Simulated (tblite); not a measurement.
Compound: C5H5O3S (doublet state).
Numbering: `[CH2:1]=[C:2]([SH:3]=[O:4])[C:5](=[O:6])[CH2:7][C:8]=[O:9]` (hydrogens: H10, H11 on C1; H12 on S3; H13, H14 on C7)
Bond orders are those of one Lewis drawing.

Computed with GFN2-xTB (tblite), gas phase: L-BFGS steps from a force-field or distance-geometry start until the largest atomic force falls under 0.01 eV/Å.

Geometry at step 163:
```
atom  x, y, z in Å
C1     -1.7180   -0.6980   -1.1777
C2     -0.8357   -0.1002   -0.3709
S3     -1.4833    0.2582    1.3190
O4     -0.5530    1.1423    2.0278
C5      0.4415    0.3881   -0.8928
O6      0.7412    0.3409   -2.0795
C7      1.4855    0.8101    0.1595
C8      2.0182   -0.4217    0.6326
O9      1.9098   -1.5667    0.8331
H10    -2.6795   -1.0157   -0.8248
H11    -1.4625   -0.9214   -2.1974
H12    -1.1294   -1.0289    1.8048
H13     2.2527    1.4708   -0.2576
H14     1.0120    1.3417    1.0017
```

Problem. Give the atomic forces at this geometry.

Solution. 
| atom | Fx (eV/Å) | Fy (eV/Å) | Fz (eV/Å) |
| --- | --- | --- | --- |
| C1 | -0.056 | -0.115 | -0.037 |
| C2 | 0.170 | 0.095 | 0.087 |
| S3 | -0.065 | -0.226 | -0.096 |
| O4 | 0.146 | 0.216 | 0.067 |
| C5 | 0.147 | -0.006 | -0.087 |
| O6 | -0.087 | 0.029 | 0.318 |
| C7 | 0.037 | 0.217 | -0.123 |
| C8 | -0.061 | 0.328 | -0.009 |
| O9 | -0.027 | -0.252 | 0.052 |
| H10 | -0.146 | 0.027 | 0.038 |
| H11 | 0.037 | -0.004 | -0.064 |
| H12 | 0.013 | 0.019 | -0.135 |
| H13 | -0.040 | -0.150 | -0.086 |
| H14 | -0.067 | -0.179 | 0.074 |

The largest, 0.33 eV/Å, acts on C8 (O6 within 3 % of it); the rms over all components is 0.129 eV/Å. The forces sum to zero within rounding, as they must for an isolated molecule in no field.

Problem. Give the force on C8 in Eh/bohr and in nN.

Solution. 0.334 eV/Å ÷ 51.422 = 0.00649 Eh/bohr, and 0.334 eV/Å × 1.602 = 0.53 nN.

Problem. How far is this geometry from the end of the optimisation?

Solution. 0.038 eV above it, and 0.200 Å rms away after alignment. The bonds farthest from their final lengths, with half the difference of the two atoms' forces along the bond (positive lengthens):

```
  bond  now (Å)  final (Å)  force along bond (eV/Å)
 C2–S3    1.845      1.834                    -0.07
S3–H12    1.421      1.414                    -0.11
 C5–C7    1.541      1.535                    -0.02
 C5=O6    1.225      1.219                    -0.23
 S3=O4    1.466      1.472                    +0.24
 C8=O9    1.167      1.172                    +0.29
```

The angle farthest from its final value is H13–C7–H14, 107.5° against 110.6°.

The cost below is that of the whole relaxation. Time: 1.5 s wall. Hardware: Arm Neoverse V1, one thread, no GPU, on a shared host.
